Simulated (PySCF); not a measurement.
## Broadened absorption spectrum of Ta(CH2)Cl3

Species: Ta(CH2)Cl3, CH₂Cl₃Ta (singlet state).
SMILES: `[CH2]=[Ta]([Cl])([Cl])[Cl]`

Theory: TDDFT PBE0/def2-SVPD, vertical, gas phase, core orbitals frozen in the response, def2 core potentials past Kr (PySCF 2.14.0, density-fitted response routines). Geometry: PBE0-D3(BJ)/def2-SVP; no solvent, vibrations or thermal averaging. Spin–orbit coupling is left out.

Computed states:

```
state  E (eV)       f
   S1    2.40  0.0027
   S2    3.16  0.0085
   S3    3.27  0.0003
   S4    4.75   0.016
   S5    5.02  0.0001
   S6    5.45   0.027
   S7    5.49   0.050
   S8    5.58  0.0021
   S9    5.60   0.039
  S10    5.72  0.0029
```

Broadening: Gaussians 0.3 eV wide at half height, area fixed by f = 4.319×10⁻⁹ ∫ε dν̃. The cross-section is σ = 3.8235×10⁻²¹ ε cm², given in Mb (10⁻¹⁸ cm²). The width is an assumption, not a result. The curve ends short of the highest state used, and states not computed would add to its high-energy end.

Question: What does the envelope look like, and where are its maxima?

Answer: 
| E (eV) | σ (Mb) |
| --- | --- |
| 1.95 | 0.00 |
| 2.04 | 0.02 |
| 2.13 | 0.10 |
| 2.22 | 0.34 |
| 2.31 | 0.72 |
| 2.40 | 0.92 |
| 2.49 | 0.72 |
| 2.58 | 0.34 |
| 2.67 | 0.10 |
| 2.77 | 0.04 |
| 2.86 | 0.17 |
| 2.95 | 0.71 |
| 3.04 | 1.82 |
| 3.13 | 2.85 |
| 3.22 | 2.73 |
| 3.31 | 1.60 |
| 3.40 | 0.58 |
| 3.49 | 0.13 |
| 3.58 | 0.02 |
| 3.67 | 0.00 |
| 3.76 | 0.00 |
| 3.85 | 0.00 |
| 3.94 | 0.00 |
| 4.03 | 0.00 |
| 4.12 | 0.00 |
| 4.22 | 0.00 |
| 4.31 | 0.01 |
| 4.40 | 0.12 |
| 4.49 | 0.68 |
| 4.58 | 2.23 |
| 4.67 | 4.45 |
| 4.76 | 5.40 |
| 4.85 | 3.98 |
| 4.94 | 1.80 |
| 5.03 | 0.57 |
| 5.12 | 0.68 |

Maxima: 516 nm (2.40 eV), ε about 240, made up of S1 (100%); 392 nm (3.17 eV), ε about 780, made up of S2 (98%); 261 nm (4.75 eV), ε about 1400, made up of S4 (100%) (ε in L mol⁻¹ cm⁻¹; maxima over ε = 5, shares over 10%). At its high-energy end, 5.12 eV, the curve is still rising (ε about 180, from S4, S6 and S7).

Question: On this curve, what absorbance would a 10⁻⁴ mol/L sample give at 248 nm over a 1 cm path?

Answer: 248 nm is 4.999 eV, where ε is about 220 L mol⁻¹ cm⁻¹, so A = ε c l ≈ 0.022 (Beer–Lambert, with the gas-phase spectrum and the assumed width).

Question: What would ε be at 4.75 eV, the highest of these maxima, with half the width (0.15 eV)?

Answer: About 2830 L mol⁻¹ cm⁻¹ against 1420, a factor of about 2.00; a lone state at its own centre would give exactly 2.

Question: Does any computed singlet lie in the visible range?

Answer: 2 computed singlets (S1 to S2) lie in the visible range (380 to 750 nm), the largest f among them at 392 nm, f = 0.0085; light of that wavelength is violet, and its complementary colour is yellow-green; a Tamm–Dancoff triplet lies at 599 nm, without intensity as long as spin–orbit coupling is left out.
